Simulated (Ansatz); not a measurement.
Isolated molecules relaxed with PBE0-D4/def2-TZVP in Ansatz; ΔE leaves out vibrations. CBS: MP2 limit from def2 TZ/QZ plus the TZ coupled-cluster correction, frozen cores. This one scheme is used for every species. DFT in def2-TZVPP. B3LYP here is the variant with VWN-RPA as its local correlation; programs differ in this.

Reaction (ligand exchange at the Al–N bond): `[AlH2][N]1[CH2][AlH]1` + `BN` → `B[NH][AlH2]` + `[CH2]1[NH][AlH]1`

Is it downhill or uphill in electronic energy at CCSD(T)/CBS, and by how much? (Estimate.)

Ansatz gave: Uphill: ΔE = +26.3 kJ/mol.

What do these levels give: r2SCAN-D4, B3LYP-D4, ωB97M-V, BLYP, MP2/def2-SVP, HF/CBS(def2)? (Estimate.)

Ansatz gave: r2SCAN-D4 29.3, B3LYP-D4 29.5, ωB97M-V 26.5, BLYP 29.1, MP2/def2-SVP 30.9, HF/CBS(def2) 23.5 kJ/mol.

Largest T1 diagnostic among the species: 0.015.

At CCSD(T), def2-SVP lies +3.1 kJ/mol from the extrapolated value and def2-TZVPP +1.6 kJ/mol. Leaving LDA and LC-ωPBE aside and taking each functional with its dispersion term where it has one, the values, not all of them listed here, spread over 5.2 kJ/mol, from ωB97X-V to BLYP-D4. In def2-TZVPP, CCSD(T) changes the Hartree–Fock value by +4.2 kJ/mol (the triples alone add +1.5 kJ/mol) and MP2 by +6.1 kJ/mol.
